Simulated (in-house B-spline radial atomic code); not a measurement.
# K6+: [Ne] 3s2 (3p3/2)1 (an excited or competing configuration)

All numbers are computed (Dirac-Hartree-Fock, average of the jj configuration; Fermi nucleus of rms radius 3.4349 fm) with a B-spline radial code for spherical atoms, not measured.

Screening seen three ways: the hydrogenic charge with the same mean radius, Z_r = [3n² - l(l+1)]/(2<r>), the one with the same energy, Z_e = n√(-2ε), and Slater's rules. Values are occupation-weighted means over j.

```
shell  electrons   ε (eV)  <r> (bohr)    Z_r    Z_e  Slater
   1s          2  -3767.4     0.08093  18.54  16.64   18.70
   2s          2  -507.55      0.3814  15.73  12.22   14.85
   2p          6  -423.74      0.3467  14.42  11.16   14.85
   3s          2  -134.09       1.119  12.06   9.42    9.50
   3p          1  -116.85       1.162  10.76   8.79    9.50
```

The least bound orbital is 3p3/2 at -116.9 eV, and it is also the most diffuse (<r> = 1.162 bohr).

For the 1s electron the small component carries 0.46 % of the norm, the zero-frequency Breit interaction raises the level by 3.03 eV, self-energy by 1.396 eV, and vacuum polarisation lowers it by 0.1005 eV.

The density falls to 0.001 bohr⁻³ at 2.411 bohr; Σ<r²> = 5.6449 bohr² gives, by the non-relativistic formula and without the paramagnetism of open shells, a Langevin diamagnetic susceptibility of -4.471×10⁻⁶ cm³/mol.
